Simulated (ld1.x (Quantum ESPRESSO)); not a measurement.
He: from the effect back to the setting (TM)

Base potential:

He, norm-conserving Troullier–Martins (Kleinman–Bylander form), made with ld1.x (Quantum ESPRESSO) 7.5 (LDA (PZ), non-relativistic). Core none, reference 1s1.5 (charge +0.5). Waves: 1s (bound): rc 0.55 bohr; 2p channel at -0.1 Ry: rc 0.45 bohr. Local part: all-electron potential smoothed inside 0.45 bohr (lloc = -2). Core correction: none.

Cutoffs, loose and tight: the cutoffs (Ry, on a coarse ladder) from which the occupation-weighted sum of valence levels, in a spherical-Bessel basis at the reference potential, stays within 10 and 1 mRy of its value at 400 Ry. They do not see the model core or the augmentation charge, which bear on the density cutoff. Test errors are all-electron minus pseudo excitation energies from the reference, over the configurations 1s2; 1s1 (two spin-polarised tests are not counted in the largest error); variants that change the core or the reference have their own tests.

Only the scale of all radii (base = 1) is moved:

```json
{"scale of all radii (base = 1)": "0.74", "cutoff, loose": "200 Ry", "cutoff, tight": "over 300 Ry", "bound ghosts": "none", "largest test error (meV)": "+0.3", "median size of the test errors": "0.2 meV"}
{"scale of all radii (base = 1)": "0.8", "cutoff, loose": "180 Ry", "cutoff, tight": "300 Ry", "bound ghosts": "none", "largest test error (meV)": "+0.5", "median size of the test errors": "0.3 meV"}
{"scale of all radii (base = 1)": "0.92", "cutoff, loose": "160 Ry", "cutoff, tight": "230 Ry", "bound ghosts": "none", "largest test error (meV)": "+0.9", "median size of the test errors": "0.6 meV"}
{"scale of all radii (base = 1)": "0.98", "cutoff, loose": "140 Ry", "cutoff, tight": "230 Ry", "bound ghosts": "none", "largest test error (meV)": "+1.3", "median size of the test errors": "0.9 meV"}
{"scale of all radii (base = 1)": "1.02", "cutoff, loose": "140 Ry", "cutoff, tight": "200 Ry", "bound ghosts": "none", "largest test error (meV)": "+1.7", "median size of the test errors": "1.1 meV"}
{"scale of all radii (base = 1)": "1.12", "cutoff, loose": "120 Ry", "cutoff, tight": "180 Ry", "bound ghosts": "none", "largest test error (meV)": "+2.6", "median size of the test errors": "1.8 meV"}
{"scale of all radii (base = 1)": "1.2", "cutoff, loose": "110 Ry", "cutoff, tight": "180 Ry", "bound ghosts": "none", "largest test error (meV)": "+3.3", "median size of the test errors": "2.3 meV"}
{"scale of all radii (base = 1)": "1.32", "cutoff, loose": "100 Ry", "cutoff, tight": "160 Ry", "bound ghosts": "none", "largest test error (meV)": "+5.2", "median size of the test errors": "3.6 meV"}
{"scale of all radii (base = 1)": "1.42", "cutoff, loose": "90 Ry", "cutoff, tight": "140 Ry", "bound ghosts": "none", "largest test error (meV)": "+7.1", "median size of the test errors": "4.9 meV"}
```

Q: One more run gave cutoff, loose: 110 Ry; cutoff, tight: 160 Ry; bound ghosts: none; largest test error (meV): +3.7; median size of the test errors: 2.5 meV. Which value of the scale of all radii (base = 1) was used?

A: 1.24. The median size of the test errors moves one way along this sweep, from 0.2 meV at 0.74 to 4.9 meV at 1.42, which places the run between 1.2 and 1.32.
